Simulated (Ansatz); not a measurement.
Molecule: ethylsilane, C₂H₈Si (charge 0, singlet). 
Geometry from a B3LYP-D3(BJ)/def2-TZVP (Ansatz, a first-principles code) optimisation:
SMILES: [SiH3]CC
```xyz
11

C     -1.6917     0.4200     0.0435
C     -0.5724    -0.5409    -0.3764
Si     1.1433     0.0254     0.1477
H     -2.6708     0.0585    -0.2775
H     -1.7251     0.5412     1.1284
H     -1.5481     1.4115    -0.3913
H     -0.7490    -1.5347     0.0460
H     -0.5732    -0.6705    -1.4630
H      1.4545     1.3480    -0.4505
H      1.2128     0.1596     1.6246
H      2.1783    -0.9447    -0.2874
```

Dipole moments at this geometry, in debye (magnitudes).

| level | program | dipole (D) |
|---|---|---|
| B97M-V/def2-TZVPD | Ansatz | … |
| r2SCAN0/def2-TZVPD | Ansatz | 0.88 |
| HSE06/def2-TZVPD | Ansatz | 0.88 |
| CAM-B3LYP/def2-TZVPD | Ansatz | 0.83 |
| LC-wPBE/def2-TZVPD | Ansatz | 0.84 |
| CCSD(T)/aug-cc-pV(D+d)Z | Ansatz | … |

Question: Complete the blanks.

Answer: 
- B97M-V/def2-TZVPD, dipole (D): 1.05
- CCSD(T)/aug-cc-pV(D+d)Z, dipole (D): 0.84
